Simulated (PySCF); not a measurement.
# V²⁺ (vanadium, charge +2): PBE0 calculation

Configuration: [Ar] 3d3, high-spin 4F determinant. Computed with PySCF 2.14 in 6-31G* (5s4p2d1f, 34 functions), with no relativity, point nucleus.

```json
{
  "Total energy": "-942.821 hartree",
  "One-electron energy": "-1280.430 hartree",
  "Hartree (Coulomb) energy": "382.291 hartree",
  "Exchange-correlation energy": "-44.682 hartree",
  "Kinetic energy": "941.84664 hartree",
  "⟨S²⟩": "3.7505",
  "⟨L²⟩": "12.005",
  "Sum of ⟨r⟩": "14.28 bohr",
  "Sum of ⟨r²⟩": "16.38 bohr²",
  "Density at the nucleus (Gaussians lack the cusp)": "7680 bohr⁻³",
  "Spin density at the nucleus": "0.0142 bohr⁻³",
  "Langevin diamagnetic susceptibility": "-13.0 ×10⁻⁶ cm³/mol",
  "Time after the integrals": "0.35 s of wall time on 1 thread of Intel(R) Xeon(R) Platinum 8559C (shared host)"
}
```

```
shell  electrons  mean orbital energy (eV)  rms radius, mean of both spins (bohr)
 1s α          1                   -5381.4                                 0.0776
 1s β          1                   -5381.4                                 0.0776
 2s α          1                   -626.06                                  0.336
 2s β          1                   -624.93                                  0.336
 2p α          3                   -529.98                                  0.305
 2p β          3                   -529.02                                  0.305
 3s α          1                   -91.743                                   1.03
 3s β          1                   -88.201                                   1.03
 3p α          3                   -65.048                                   1.11
 3p β          3                   -61.200                                   1.11
 3d α          3                   -24.592                                   1.43
```
